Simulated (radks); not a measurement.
Results of a calculation; reference values are marked as such.
Q: The mean radii <r> (bohr) of the occupied orbitals of an atom or ion are listed with their occupations. Level of theory: Dirac Kohn-Sham, PBE, spin-unpolarised, spherical densities, point nucleus (a radial shooting solver on a logarithmic mesh with Libxc functionals).

| orbital | occ. | <r> |
|---|---|---|
| 1s1/2 | 2 | 0.03263 |
| 2s1/2 | 2 | 0.1416 |
| 2p1/2 | 2 | 0.1203 |
| 2p3/2 | 4 | 0.1252 |
| 3s1/2 | 2 | 0.3904 |
| 3p1/2 | 2 | 0.3830 |
| 3p3/2 | 4 | 0.3938 |
| 3d3/2 | 4 | 0.3683 |
| 3d5/2 | 6 | 0.3718 |
| 4s1/2 | 2 | 0.9774 |
| 4p1/2 | 2 | 1.055 |
| 4p3/2 | 4 | 1.085 |
| 4d3/2 | 2.8 | 1.482 |
| 4d5/2 | 4.2 | 1.502 |
| 5s1/2 | 1 | 3.034 |
| 5p1/2 | 0.333333 | 4.239 |
| 5p3/2 | 0.666667 | 4.409 |

Name the element and its charge. Open shells, if any, are shared by 2j + 1.

A: Z = 45, rhodium, charge 0: Rh in [Kr] 4d7 5s1 5p1. The 1s radius gives Z: for a bare nucleus <r> = (2 gamma + 1)/(2Z) with gamma = sqrt(1 - (Z/c)^2), 0.0321 bohr for Z = 45, and screening makes it slightly larger (0.03263 here). The occupations add up to 45, and the charge is Z minus that.
